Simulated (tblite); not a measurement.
Species: C6H4N (doublet state).
Numbering: `[N:1]#[C:2][C:3]#[C:4][C:5]1[CH2:6][CH2:7]1` (hydrogens: H8, H9 on C6; H10, H11 on C7)

Structure optimised with GFN2-xTB, isolated species. This method treats the open shell by occupation alone, without spin polarisation.

**Question.** Give the optimised bond lengths and angles.

**Answer.** 
```tsv
bond	length (pm)
N1≡C2	116.0
C2–C3	133.6
C3≡C4	124.2
C4–C5	131.2
C5–C6, C5–C7	146.6
C6–C7	150.9
C6–H8 and 3 like bonds	108.2
```

Bonds in one row agree within 1 pm and their mean is given. A selection of angles:
```tsv
angle	degrees
N1–C2–C3	180.0
C2–C3–C4	179.9
C3–C4–C5	179.9
C4–C5–C6	149.0
C6–C5–C7	61.9
C5–C6–C7	59.0
C5–C6–H8	118.1
C7–C6–H8	119.0
H8–C6–H9	113.4
```

Torsions: C4–C5–C6–C7 180° (antiperiplanar); C4–C5–C7–C6 180° (antiperiplanar).

The 6 C–C bonds span 1.242 Å (C3≡C4, drawn triple) to 1.509 Å (C6–C7, drawn single), a spread of 0.267 Å. The 7 heavy atoms lie in one plane (0.001 Å rms). The 3-membered ring C5–C6–C7 has internal angles of 59.0° to 61.9°. C5 (carbon bonded to 3 C) is planar (angles 149.1°, 149.0° and 61.9°, sum 360.0°, 0.00 Å off the plane of its three neighbours).

Point group: C2v (every atom within 0.08 Å of its image). Its GFN2-xTB frequencies are all real (lowest 82 cm⁻¹).

These are computed values.
